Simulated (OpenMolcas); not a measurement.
**Nd⁴⁺: effect of the active space**

| Property | Result |
| --- | --- |
| Program | OpenMolcas |
| Method | SS-CASPT2 or its RAS form, IPEA 0.25 Eh, imaginary shift 0.1 Eh |
| Basis | ANO-R2 |
| Scalar Hamiltonian | X2C, finite nucleus |
| Spin-orbit coupling | RASSI with atomic mean-field integrals over the reference wave functions, term energies averaged over their components |

A. 2 electrons in 7 orbitals (4f); 2S+1 = 3 even, 21 roots; 2S+1 = 1 even, 28 roots; closed shells correlated: 5s 5p; CASPT2 step of the order of 17 core-seconds
B. 2 electrons in 12 orbitals (RAS2 4f; RAS3 5d, at most 1 electron); 2S+1 = 3 even, 21 roots; 2S+1 = 1 even, 28 roots; 2S+1 = 3 odd, 35 roots; 2S+1 = 1 odd, 35 roots; closed shells correlated: 5s 5p; CASPT2 step roughly 9 core-minutes
C. 2 electrons in 14 orbitals (4f 5f); 2S+1 = 3 even, 18 roots; 2S+1 = 1 even, 27 roots; closed shells correlated: 5s 5p; CASPT2 step of the order of 40 core-minutes

Energies in cm-1 above 4f2 3H4, the measured ground level; measured values from the list in Carvajal Gallego et al., Mon. Not. R. Astron. Soc. 518, 332 (2023).

```
         Level      A      B      C  Measured
       4f2 3H4    0.0    0.0    0.0       0.0
       4f2 3H5   2980   2980   2990      2834
       4f2 3H6   6080   6070   6100      5743
       4f2 3F2   6610   6690   6550      5894
       4f2 3F3   8570   8650   8500      7785
4f2 3F4 [56 %]   8930   9040   8960      8311
4f2 1G4 [54 %]  12900  13020  12990          
       4f2 1D2  23830  24030  24470     20551
```

Deviations, from unrounded energies. A percentage is the sum of absolute deviations over the sum of measured energies, with the sign that they share, or ± where signs differ.

| Against measurement | Levels | A | B | C |
| --- | --- | --- | --- | --- |
| mean absolute deviation (cm-1) | 6 | 980 | 1100 | 1100 |
| fine structure of the ground term (%) | 2 | +5.6 | +5.5 | +6.0 |
| other terms of the ground configuration (%) | 4 | +12.7 | +13.8 | +14.0 |

A lies closest to measurement on these levels and C furthest from it. The largest miss of A in the table is 4f2 1D2, by +3300 cm-1. The ranking rests on the paired levels alone, and a cruder setting can come out closer through cancelling errors.

The spin-orbit steps hold different terms of 4f2 (C lacks 1S, 3P), which shifts levels as well.

The two smallest mean deviations differ by little beside CASPT2's spread within terms, so their order carries little weight.

Among A to C the level of the table that moves most is 4f2 1D2, by 630 cm-1 (lowest in A, highest in C). Moves below CASPT2's spread within the term are not significant.

CASPT2 does not keep the components of a term degenerate, so their means are used; among the terms shown or strongly mixed into the levels shown the widest spread is 390 cm-1 (4f2 1G, C). Some terms miss by over 15 % even with CASPT2, which points to a basis or an active space too small for the shells correlated. Active for correlation alone: 5f; no level in the range computed is led by a configuration that fills it, so any true level of that kind is missing (holds for C). Measured partners are found by configuration, term and J. A level has none where our copy of the source lacks it or the pairing is in doubt (some pairs that miss far off the trend of their configuration count as doubtful), and it then counts in no deviation. Only configurations of the active space appear. The table leaves out levels that lie high or whose names do not pair safely across all columns.

A share in square brackets marks a mixed level and gives the weight of the term that names it, the lowest over the columns.
